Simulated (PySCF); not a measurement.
**Electron correlation in S²⁺ (sulfur, charge +2)**

[Ne] 3s2 3p2, high-spin 3P determinant. All numbers are calculated (PySCF 2.14, the non-relativistic Hamiltonian (point nucleus), in def2-SVP). Frozen: [Ne]; 4 electrons correlated.

MP2 pair energies summed by pair of shells (mhartree):

```json
{"pair": "3s-3p", "energy": "-32.60", "share (%)": "60.4"}
{"pair": "3s-3s", "energy": "-15.69", "share (%)": "29.1"}
{"pair": "3p-3p", "energy": "-5.71", "share (%)": "10.6"}
```

Total MP2 correlation energy: -54.00 mhartree.

Same-spin part -8.62 and opposite-spin part -45.38 mhartree; SCS-MP2 scales them by 1/3 and 6/5 to -57.33 mhartree.

| level | correlation energy (mhartree) |
| --- | --- |
| CCSD | -75.58 |
| (T) | -0.89 |
| CCSD(T) | -76.47 |

Diagnostics: T1 = 0.0071, D1 = 0.0184, largest double amplitude 0.106.

Cost of the coupled-cluster step: 0.09 s of wall time on 1 thread of Neoverse-V1 (shared host), for 4 correlated electrons.
